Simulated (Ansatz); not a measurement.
Program: Ansatz. Geometries: PBE0-D4/def2-TZVP. ΔE: electronic, gas phase. CCSD(T)/CBS adds triple-zeta CCSD(T) − MP2 to the extrapolated MP2 energy (def2 sets, frozen cores). This one scheme is used for every species. DFT in def2-TZVPP. B3LYP here is the variant with VWN-RPA as its local correlation; programs differ in this. HSE06 is defined as in plane-wave codes. For Br outer-core shells are correlated without core-valence functions, which leaves a few kJ/mol of doubt a bond. Scalar relativity is left out up to krypton. Each species was taken in one conformer, which may not be the lowest.

Reaction (substitution at a C–Br bond): `O=CC(F)(F)Br` + HCl → `O=CC(F)(F)Cl` + HBr

```json
{"level": "PBE-D4", "ΔE (kcal/mol)": "0.7", "difference from CCSD(T)/CBS": "0.3"}
{"level": "B3LYP-D4", "ΔE (kcal/mol)": "0.5", "difference from CCSD(T)/CBS": "0.1"}
{"level": "BHLYP-D4", "ΔE (kcal/mol)": "-0.1", "difference from CCSD(T)/CBS": "-0.5"}
{"level": "PBE", "ΔE (kcal/mol)": "0.4", "difference from CCSD(T)/CBS": "0.0"}
{"level": "B3LYP", "ΔE (kcal/mol)": "0.0", "difference from CCSD(T)/CBS": "-0.4"}
{"level": "HSE06", "ΔE (kcal/mol)": "-0.1", "difference from CCSD(T)/CBS": "-0.5"}
{"level": "LC-ωPBE", "ΔE (kcal/mol)": "-0.9", "difference from CCSD(T)/CBS": "-1.3"}
{"level": "HF/def2-SVP", "ΔE (kcal/mol)": "-3.1", "difference from CCSD(T)/CBS": "-3.5"}
{"level": "CCSD/def2-TZVPP", "ΔE (kcal/mol)": "0.2", "difference from CCSD(T)/CBS": "-0.2"}
{"level": "MP2/CBS(def2)", "ΔE (kcal/mol)": "0.9", "difference from CCSD(T)/CBS": "0.5"}
{"level": "CCSD(T)/CBS", "ΔE (kcal/mol)": "0.4", "difference from CCSD(T)/CBS": "0"}
```

Problem. What do rigid-rotor, harmonic-oscillator terms from PBE0-D4/def2-TZVP frequencies (298.15 K, 1 bar) make of the CCSD(T)/CBS value? (Estimate.)

Solution. Ansatz gave: ΔZPE = -0.1 kcal/mol, ΔH = +0.2 kcal/mol, ΔS = 1 J/(mol·K), ΔG = +0.1 kcal/mol.

Largest T1 diagnostic among the species: 0.013.

In def2-TZVPP, CCSD(T) changes the Hartree–Fock value by +1.8 kcal/mol (the triples alone add +0.2 kcal/mol) and MP2 by +2.3 kcal/mol. At CCSD(T), def2-SVP lies −3.2 kcal/mol from the extrapolated value and def2-TZVPP −0.1 kcal/mol.

CCSD(T)/CBS has its own doubt, a few kJ/mol and more with outer-core shells, so smaller differences from it don't rank the levels.
